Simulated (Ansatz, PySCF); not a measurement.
Molecule: BN (charge 0, triplet). 
Coordinates optimised at B3LYP-D3(BJ)/def2-TZVP (Ansatz, a first-principles code):
```xyz
2

B      0.0000     0.0000    -0.7688
N      0.0000     0.0000     0.5492
```
Charge 0, spin multiplicity 3.

Quantity: vertical ionisation energy (to the quartet state of charge +1; each state is the SCF solution reached for its spin), in eV. Correlated levels leave the core frozen unless marked. UHF or UKS for open shells. No spin-orbit coupling. Non-relativistic. Basis-set limits of correlation are two-point, X^-3; Hartree-Fock from the larger set.

```
level                                 program  vertical ionisation energy (eV)  minus last row
------------------------------------  -------  -------------------------------  --------------
SVWN5/def2-TZVPD                       Ansatz                            12.02            0.34
PBE0/def2-TZVPD                        Ansatz                            11.52           -0.16
wB97X-V/def2-TZVPD                     Ansatz                            11.53           -0.15
CCSD/def2-SVPD                         Ansatz                            11.33           -0.35
CCSD/aug-cc-pVTZ                       Ansatz                            11.42           -0.26
CCSD/aug-cc-pVQZ                       Ansatz                            11.46           -0.22
CCSD(T)/aug-cc-pVDZ                    Ansatz                            11.41           -0.27
CCSD(T)/def2-TZVPPD                    Ansatz                            11.56           -0.12
CCSD(T)/CBS(def2-TZVPPD,def2-QZVPPD)   Ansatz                            11.67           -0.01
CCSD(T)/CBS(aug-cc-pVTZ,aug-cc-pVQZ)   Ansatz                            11.68            0.00
```

For comparison, minus the highest occupied orbital energy (PySCF): 9.37 eV at MN15/def2-TZVPD, 7.41 eV at M06-L/def2-TZVPD, 8.74 eV at PW6B95/def2-TZVPD.
